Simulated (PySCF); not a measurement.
CF3, SMILES F[C](F)F (connectivity only; charge and spin as stated), charge +1, multiplicity 1.

Coordinates come from a TPSSh-D3(BJ)/def2-TZVP optimisation. The multiplicity is an assumed one; other spin states were not compared. The isomer is the one that the SMILES or the coordinates give; other isomers of the formula were not compared.

These are PBE/def2-TZVPD in PySCF values and carry that method's errors.

Symmetry labels are those of the subgroup C2v that the program uses (full group D3h).

Question: List the valence orbital energies around the gap with their symmetry. (Estimate from the structure and the level; the computed values follow.)

Answer: 
```tsv
orbital	symmetry	energy (eV)
HOMO−7	A1	-24.99
HOMO−6	B1	-24.99
HOMO−5	B2	-24.06
HOMO−4	B1	-20.89
HOMO−3	A1	-20.89
HOMO−2	B2	-20.64
HOMO−1	A2	-20.64
HOMO	B1	-19.45
LUMO	B2	-11.71
LUMO+1	A1	-7.86
LUMO+2	A1	-3.71
LUMO+3	A1	-3.69
```
